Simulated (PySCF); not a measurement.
Precursor series Ti Cl-NH2. Gas-phase values, no solvent. One relaxed conformer stands for each flexible species; it need not be the lowest.

The HOMO–LUMO gap from two functionals at the same geometries (r2SCAN-D4/def2-SVP), both in PySCF: PBE-D3(BJ)/def2-TZVP and TPSSh-D3(BJ)/def2-TZVP. 

| species | PBE-D3(BJ)/def2-TZVP (eV) |
|---|---|
| 0 of 4 Cl replaced by NH2 | 3.68 |
| 1 of 4 Cl replaced by NH2 ([Ti(Cl)3(NH2)]) | 3.01 |
| 2 of 4 Cl replaced by NH2 | 3.26 |
| 3 of 4 Cl replaced by NH2 ([Ti(Cl)(NH2)3]) | 3.89 |
| 4 of 4 Cl replaced by NH2 ([Ti(NH2)4]) | 3.76 |

### Question
What does TPSSh-D3(BJ)/def2-TZVP give for each?

### Answer

- 0 of 4 Cl replaced by NH2: 4.65
- 1 of 4 Cl replaced by NH2 ([Ti(Cl)3(NH2)]): 4.03
- 2 of 4 Cl replaced by NH2: 4.29
- 3 of 4 Cl replaced by NH2 ([Ti(Cl)(NH2)3]): 4.93
- 4 of 4 Cl replaced by NH2 ([Ti(NH2)4]): 4.83
Over these rows, drawn at random from the members with no instability flagged (it was tested for open shells, ions and some series alone), PBE minus TPSSh-D3(BJ): mean -1.03 eV, from -1.08 eV to -0.97 eV.
